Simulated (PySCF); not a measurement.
Cartesian coordinates (Å):
```xyz
6

N     -0.7220     0.0408    -0.0962
C      0.5952     0.0615     0.1158
S      1.6345    -1.1564    -0.1897
H     -1.3026     0.8328     0.1171
H     -1.1449    -0.7892    -0.4797
H      0.9398     1.0104     0.5328
```
Charge 0, multiplicity 1.

Question: Give the HOMO, total energy and dipole moment at the level PBE0-D3(BJ)/def2-TZVP (PySCF).

Answer: 
```yaml
HOMO: -6.22 eV
total_energy: -13405.80 eV
dipole_moment: 4.43 D
```
